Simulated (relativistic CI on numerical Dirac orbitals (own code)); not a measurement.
# V⁺ in a cubic cluster: 3p photoemission with charge transfer

Computed with a charge-transfer multiplet model of a cubic metal-ligand cluster with up to one ligand hole, Slater and spin-orbit integrals from Dirac-Coulomb-Breit ions, Slater integrals scaled by 0.8. The ground state mixes d4 with configurations of k ligand holes L, whose averages lie at kΔ + k(k − 1)U_dd/2; a core hole lowers each added d electron by U_cd. 300 K, Lorentzian 0.9 eV and Gaussian 0.8 eV FWHM.

Atomic integrals in eV (Slater integrals scaled, ζ unscaled), ground: F2dd 6.042, F4dd 3.713, zeta_d 0.015; with the core hole: F2dd 7.269, F4dd 4.522, zeta_d 0.020, zeta_core 0.529, F2cd 8.168, G1cd 10.192, G3cd 6.136.

Cluster parameters (eV): Δ = 5.8, U_dd = 5.3, 10Dq = 0.55, 10Dq(ligand) = 0.4, V(eg) = 1.4, V(t2g) = -0.67, final-state hopping factor = 0.8.

```tsv
Case	n_d	d4	d5L	S
U_cd = 5.9 eV	4.13	0.87	0.13	2.00
U_cd = 6.5 eV	4.13	0.87	0.13	2.00
U_cd = 7.7 eV	4.13	0.87	0.13	2.00
```

Weights, n_d and S are thermal averages at 300 K. Binding energies count from the first peak over 30 % of the highest in each spectrum, which can be another peak from case to case. The parameters are a model scan and need not match a compound or its usual spin state. Peaks in eV (height, largest 100):
- U_cd = 5.9 eV: 0.0 (100), 3.2 (81), 4.9 (66), 9.6 (11), 13.6 (31), 15.9 (25), 18.3 (18), 21.8 (7)
- U_cd = 6.5 eV: 0.0 (100), 3.3 (82), 5.1 (83), 9.3 (15), 13.7 (32), 15.7 (28), 19.1 (20), 21.9 (11)
- U_cd = 7.7 eV: 0.0 (80), 2.2 (63), 3.6 (65), 5.4 (100), 7.5 (41), 9.4 (25), 13.9 (26), 15.6 (28), 17.9 (20), 19.1 (19), 22.3 (19)

Curve for U_cd = 5.9 eV (points under 2 left out, the grid thinned):

| E (eV) | Intensity |
| --- | --- |
| -3.5 | 3.6 |
| -2.9 | 5.0 |
| -2.3 | 7.5 |
| -1.7 | 13.4 |
| -1.1 | 31.2 |
| -0.5 | 75.5 |
| 0.1 | 99.5 |
| 0.7 | 71.1 |
| 1.3 | 49.2 |
| 1.9 | 53.6 |
| 2.5 | 64.2 |
| 3.1 | 80.2 |
| 3.8 | 68.5 |
| 4.4 | 62.0 |
| 5.0 | 65.6 |
| 5.6 | 50.1 |
| 6.2 | 29.2 |
| 6.8 | 18.6 |
| 7.4 | 15.9 |
| 8.0 | 13.9 |
| 8.6 | 11.0 |
| 9.2 | 10.6 |
| 9.8 | 10.8 |
| 10.4 | 8.7 |
| 11.0 | 6.9 |
| 11.6 | 7.1 |
| 12.2 | 8.9 |
| 12.8 | 15.9 |
| 13.4 | 29.0 |
| 14.0 | 26.7 |
| 14.6 | 16.8 |
| 15.2 | 18.5 |
| 15.8 | 25.3 |
| 16.5 | 17.6 |
| 17.1 | 12.6 |
| 17.7 | 15.7 |
| 18.3 | 18.1 |
| 18.9 | 17.7 |
| 19.5 | 15.0 |
| 20.1 | 9.2 |
| 20.7 | 6.4 |
| 21.3 | 6.2 |
| 21.9 | 7.2 |
| 22.5 | 4.6 |
| 23.1 | 2.1 |

For the case U_cd = 5.9 eV, Δ = 5.8 eV is larger than U_dd = 5.3 eV, the Mott-Hubbard side of the Zaanen-Sawatzky-Allen scheme. With the core hole the configuration with one ligand hole lies at Δ − U_cd = -0.1, -0.7, -1.9 eV from the one without, in the order of the table; where this is negative the screened configuration lies lower, though the effective hopping of about 2.1 eV (from the holes of the mixed ground state) mixes the two strongly wherever it is as large as the gap.

With at most 1 ligand hole the space is cut while the next configuration still counts, so covalency is underestimated, and a final configuration with one more ligand hole, which can lie low, is missing from the spectra.
